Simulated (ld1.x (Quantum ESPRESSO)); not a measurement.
What one change does to a pseudopotential (gold, TM semilocal)

- Element: gold
- Generator: ld1.x (Quantum ESPRESSO) 7.5
- Type: norm-conserving Troullier–Martins (semilocal form)
- Functional: LDA (PZ)
- Relativity: non-relativistic
- Frozen core: [Kr] 4d10 4f14
- Valence charge: 19
- Reference configuration: 5s2 5p6 5d10 6s0.5 6p0 (charge +0.5)
- Partial waves: 5s (bound): rc 1.15 bohr; 5d (bound): rc 2.15 bohr; 5p (bound): rc 1.60 bohr
- Local potential: the p channel
- Core correction: none

Occupied shells without a wave of their own: 6s. They enter only through the test configuration that unscreens the potential.

All-electron outer shells of the reference configuration (LDA (PZ), non-relativistic, ld1.x):

```json
{"shell": "4f", "level (eV)": "-98.64", "outermost node (bohr)": "–", "outermost maximum (bohr)": "0.37"}
{"shell": "5s", "level (eV)": "-88.51", "outermost node (bohr)": "0.53", "outermost maximum (bohr)": "0.93"}
{"shell": "5p", "level (eV)": "-58.28", "outermost node (bohr)": "0.54", "outermost maximum (bohr)": "0.99"}
{"shell": "5d", "level (eV)": "-12.05", "outermost node (bohr)": "0.56", "outermost maximum (bohr)": "1.20"}
{"shell": "6s", "level (eV)": "-7.58", "outermost node (bohr)": "1.24", "outermost maximum (bohr)": "2.60"}
{"shell": "6p", "level (eV)": "-3.50", "outermost node (bohr)": "1.38", "outermost maximum (bohr)": "3.38"}
```

Change: wave 5s (bound): rc 1.15 bohr becomes 5s (bound): rc 0.92 bohr.

Cutoffs: the cutoffs (Ry, on a coarse ladder) from which the occupation-weighted sum of valence levels, in a spherical-Bessel basis at the reference potential, stays within 10 and 1 mRy of its value at 400 Ry; they do not see the model core or the augmentation charge, which bear on the density cutoff. Errors are all-electron minus pseudo energies relative to the spin-unpolarised reference configuration.

Problem. How do hardness, ghosts and transferability respond?

Solution. The potential gets harder (110 Ry and 200 Ry → 180 Ry and 300 Ry); of the 9 tests that both files solve, the error grows in 6 and shrinks in 1 by more than 15 % and 0.3 meV (median size 67.5 → 79.0 meV); neither file shows a bound ghost. A smaller radius makes the pseudo-wave follow the all-electron one further in, where it bends more sharply, so more plane waves are needed. A semilocal file is local in each channel, so a ghost entry of none says nothing of the separable form that plane-wave codes build from it.

```csv
quantity,base,changed
"cutoff, loose",110 Ry,180 Ry
"cutoff, tight",200 Ry,300 Ry
loose cutoff by channel (10 mRy a level),"s 100 Ry, d 35 Ry, p 35 Ry","s 160 Ry, d 35 Ry, p 35 Ry"
bound ghosts,none,none
"largest miss of a reference level, eV",0.12,0.14
"error for 5s2 5p6 5d10 6s1 6p0, meV [ΔE -2.99 eV]",+50,+59
"error for 5s2 5p6 5d10 6s0 6p0, meV [ΔE 4.62 eV]",-67,-79
"error for 5s2 5p6 5d9 6s0 6p0, meV [ΔE 26.76 eV]",-101,-118
"error for 5s2 5p6 5d10 6s0 6p1, meV [ΔE 0.60 eV]",+52,+43
"error for 5s2 5p6 5d9 6s1 6p1, meV [ΔE 5.89 eV]",+231,+243
"error for 5s2 5p6 5d9 6s2 6p0, meV [ΔE 1.79 eV]",+194,+227
"error for 5s1 5p6 5d10 6s1 6p0, meV [ΔE 88.40 eV]",+89,+105
"error for 5s2 5p6 5d10 6s0.5 6p0 (spin-polarised), meV [ΔE -0.04 eV]",-0.3,-0.4
"error for 5s2 5p6 5d10 6s1 6p0 (spin-polarised), meV [ΔE -3.13 eV]",+50,+58
s: phases at 2.34 bohr within 0.05 rad from the reference energy up to (Ry; the scan ends near 5),-0.5,-0.6
p: phases at 2.34 bohr within 0.05 rad from the reference energy up to (Ry; the scan ends near 5),-0.2,-0.2
d: phases at 2.34 bohr within 0.05 rad from the reference energy up to (Ry; the scan ends near 5),to the end of the scan,to the end of the scan
```

Base: The 6s level has no wave, so the channel is fitted at the deeper level alone: the likely source of the large errors. Changed file: The 6s level has no wave, so the channel is fitted at the deeper level alone: the likely source of the large errors.
